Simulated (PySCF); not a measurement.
## TDDFT excited states: C3H8O3S

C3H8O3S.
Structure used (PBE0-D3(BJ)/def2-SVP), in Å, numbered top down from 1:
```
atom  x, y, z in Å
C1     0.568    1.420   -0.363
C2     0.345    0.033    0.211
C3     1.304   -1.019   -0.327
S4    -1.328   -0.524   -0.155
O5    -1.588   -1.773    0.546
O6    -1.565   -0.386   -1.576
O7    -2.215    0.617    0.604
H8     1.584    1.760   -0.113
H9     0.464    1.401   -1.458
H10   -0.152    2.144    0.043
H11    0.369    0.048    1.313
H12    1.227   -1.085   -1.422
H13    1.092   -2.008    0.101
H14    2.336   -0.738   -0.068
H15   -2.687    0.159    1.317
```

Level of theory: PySCF, TDDFT CAM-B3LYP/def2-SVPD, vertical, gas phase, core orbitals frozen in the response.

Task: Predict the UV-vis stick spectrum at this level.

Result: 

```tsv
state	E (eV)	ν̃ (cm⁻¹)	f	main configurations (H = HOMO, L = LUMO)
S1	8.00	64510	0.017	H→L (59%), H-1→L (24%)
S2	8.20	66120	0.045	H-1→L (61%), H→L (26%)
S3	8.54	68880	0.0082	H-2→L (30%), H→L+4 (18%), H→L+1 (11%)
S4	8.63	69620	0.0072	H-2→L (38%), H→L+1 (18%), H→L+4 (10%)
S5	8.72	70310	0.0073	H-1→L+4 (26%), H-1→L+1 (23%), H-1→L+3 (10%)
S6	8.89	71680	0.041	H-3→L (70%)
S7	9.13	73610	0.0092	H→L+2 (21%), H-2→L+4 (16%), H-2→L+1 (11%)
S8	9.19	74160	0.022	H→L+1 (19%), H→L+2 (12%), H-2→L+1 (9%)
S9	9.34	75330	0.129	H-1→L+2 (30%), H→L+2 (23%), H→L+3 (9%)
S10	9.46	76290	0.038	H→L+1 (19%), H-1→L+2 (14%), H-1→L+1 (14%)
```

Triplets (Tamm–Dancoff): T1 7.70 eV, H→L (58%); T2 7.90 eV, H-1→L (62%); T3 8.00 eV, H→L+4 (14%), H-1→L+4 (12%), H→L+1 (8%); T4 8.17 eV, H→L+4 (15%), H→L+1 (13%), H-1→L+4 (11%).

The lowest singlet comes at 155 nm (772 kJ/mol) in the vacuum ultraviolet; it is weak; its leading configuration is HOMO→LUMO (59%). The strongest level in the table is S9 at 9.34 eV (133 nm, f = 0.129). Löwdin shares by element: HOMO oxygen 59% or more, carbon 12% or more, sulfur 10% (atoms not listed hold the other 20%); LUMO sulfur 33%, hydrogen 19% or more, oxygen 18% or more (atoms not listed hold the other 30%). The listed states span 1.46 eV, and the widest gap between neighbours is 0.34 eV (S2 to S3). Orbital energies (eV): HOMO-3 -11.53, HOMO-2 -11.05, HOMO-1 -10.59, HOMO -10.47, LUMO 0.55, LUMO+1 1.28, LUMO+2 1.64. Weighted by f, the mean energy of these states is 9.00 eV. No computed singlet lies in the visible range (380 to 750 nm); the lowest, at 155 nm, stands 4.74 eV above its violet end (3.26 eV). All these states lie below the vertical ionisation energy of 11.33 eV (ΔSCF). Singlets were solved by full linear response, triplets in the Tamm–Dancoff approximation.

One conformer stands for the species.
